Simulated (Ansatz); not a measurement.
Diatomic ScS, multiplicity 2 (the spin of the measured ground state). No spin–orbit coupling. Sc is treated without relativity.

Seven points along R, fitted to fifth degree in 1/R; most abundant isotopes. In def2 and cc sets the state is the lowest found near the PBE0 minimum, followed along R.

Correlated levels freeze the inner cores; with def2 sets outer-core shells near the valence are correlated too. CBS: X⁻³ extrapolation of the correlation energy, Hartree–Fock from the larger set.

Programs: Ansatz (a first-principles code) with Gaussian orbitals. Values without a source in brackets are computed.

**Question.** What bond length and harmonic frequency does B3LYP/def2-TZVPP give, and what D_e (from each atom's lowest state at the same level)?

**Answer.** r_e = 2.133 Å, ω_e = 574 cm⁻¹, D_e = 4.87 eV.

**Question.** What bond length and harmonic frequency does PBE0/def2-TZVPP give, and what D_e (from each atom's lowest state at the same level)?

**Answer.** r_e = 2.119 Å, ω_e = 591 cm⁻¹, D_e = 5.02 eV.

**Question.** What bond length and harmonic frequency does CCSD(T)/CBS(def2-TZVPP, def2-QZVPP) give?

**Answer.** r_e = 2.136 Å, ω_e = 580 cm⁻¹.

Measured for the ground state: D_0 4.852 ± 0.01 eV [Morse and co-workers]. dipole 5.64 D [compilation of Liu, Meijer and Pérez-Ríos].

Doubts at one or more of the structures used: T1 above 0.05 (CCSD(T)/CBS(def2-TZVPP, def2-QZVPP)).
